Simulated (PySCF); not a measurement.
Species: C₉H₉N.
SMILES with atom numbers: `[CH2:1]=[CH:2]/[CH:3]=[CH:4]\[c:5]1[cH:6][cH:7][n:8][cH:9][cH:10]1` (hydrogens: H11, H12 on C1; H13 on C2; H14 on C3; H15 on C4; H16 on C6; H17 on C7; H18 on C9; H19 on C10)

The same species was optimised twice, with GFN2-xTB and with PBE0-D3(BJ)/def2-SVP (PySCF), and the same property calculations (PySCF, gas phase) were run on both structures.

```
     coordinate  GFN2-xTB  PBE0-D3(BJ)/def2-SVP  change
      C1=C2 (Å)     1.330                 1.342  +0.012
      C3=C4 (Å)     1.340                 1.351  +0.011
     C9–C10 (Å)     1.383                 1.392  +0.009
      C6–C7 (Å)     1.385                 1.393  +0.008
      N8–C9 (Å)     1.323                 1.331  +0.008
      C4–C5 (Å)     1.458                 1.466  +0.008
      C7–N8 (Å)     1.323                 1.331  +0.008
      C2–C3 (Å)     1.444                 1.452  +0.008
      C5–C6 (Å)     1.396                 1.403  +0.007
     C5–C10 (Å)     1.397                 1.403  +0.006
   C3–C4–C5 (°)     126.7                 128.2    +1.5
   C2–C3–C4 (°)     126.3                 127.6    +1.3
   C4–C5–C6 (°)     123.0                 123.7    +0.7
  C6–C5–C10 (°)     117.1                 116.4    -0.7
   C7–N8–C9 (°)     117.6                 117.1    -0.5
   C5–C6–C7 (°)     118.8                 119.3    +0.5
  C5–C10–C9 (°)     119.1                 119.5    +0.4
   C1–C2–C3 (°)     122.9                 123.3    +0.4
C1–C2–C3–C4 (°)       173                   175      +2
C3–C4–C5–C6 (°)       -41                   -37      +4
```

Rotational constants: A = 3341, B = 773.1, C = 663.7 MHz (GFN2-xTB) against A = 3402, B = 744.0, C = 637.5 MHz (PBE0-D3(BJ)/def2-SVP). Point groups within 0.08 Å: C1 and C1.

On the GFN2-xTB structure: HOMO (eV) -6.79 [PBE0/pcSseg-1]; LUMO (eV) -1.69 [PBE0/pcSseg-1]; dipole (D) 2.53 [PBE0/pcSseg-1]; GIAO shielding of C1 (ppm) 57.5 [PBE0/pcSseg-1]; GIAO shielding of C2 (ppm) 45.6 [PBE0/pcSseg-1]; GIAO shielding of C3 (ppm) 44.7 [PBE0/pcSseg-1]; GIAO shielding of C4 (ppm) 49.4 [PBE0/pcSseg-1]; GIAO shielding of C5 (ppm) 36.5 [PBE0/pcSseg-1]; GIAO shielding of C6/C10 (mean) (ppm) 58.3 [PBE0/pcSseg-1]; GIAO shielding of C7/C9 (mean) (ppm) 31.0 [PBE0/pcSseg-1]; GIAO shielding of N8 (ppm) -91.1 [PBE0/pcSseg-1].

Question: What do these properties become on the PBE0-D3(BJ)/def2-SVP structure?

Answer: 
```
                                    property          level  on GFN2-xTB  on PBE0-D3(BJ)/def2-SVP  change
                                   HOMO (eV)  PBE0/pcSseg-1        -6.79                    -6.77   +0.02
                                   LUMO (eV)  PBE0/pcSseg-1        -1.69                    -1.81   -0.12
                                  dipole (D)  PBE0/pcSseg-1         2.53                     2.61   +0.08
energy, GFN2-xTB geometry as zero (kcal/mol)  PBE0/pcSseg-1          0.0                     -0.5    -0.5
                  GIAO shielding of C1 (ppm)  PBE0/pcSseg-1         57.5                     53.6    -3.9
                  GIAO shielding of C2 (ppm)  PBE0/pcSseg-1         45.6                     43.6    -2.0
                  GIAO shielding of C3 (ppm)  PBE0/pcSseg-1         44.7                     42.6    -2.1
                  GIAO shielding of C4 (ppm)  PBE0/pcSseg-1         49.4                     47.8    -1.6
                  GIAO shielding of C5 (ppm)  PBE0/pcSseg-1         36.5                     35.6    -0.9
       GIAO shielding of C6/C10 (mean) (ppm)  PBE0/pcSseg-1         58.3                     56.2    -2.1
        GIAO shielding of C7/C9 (mean) (ppm)  PBE0/pcSseg-1         31.0                     28.5    -2.5
                  GIAO shielding of N8 (ppm)  PBE0/pcSseg-1        -91.1                    -95.2    -4.1
```

The heavy atoms differ by 0.067 Å rms after alignment. Among bonds between heavy atoms C1=C2 and C3=C4 change most and about equally (+0.011 to +0.012 Å). Changes are differences of the printed values. Neither structure is proved a minimum here.

Shape of the structure used: `[CH2:1]=[CH:2]/[CH:3]=[CH:4]\[c:5]1[cH:6][cH:7][n:8][cH:9][cH:10]1`: C1–C2–C3–C4 175°, C3–C4–C5–C6 -37°.
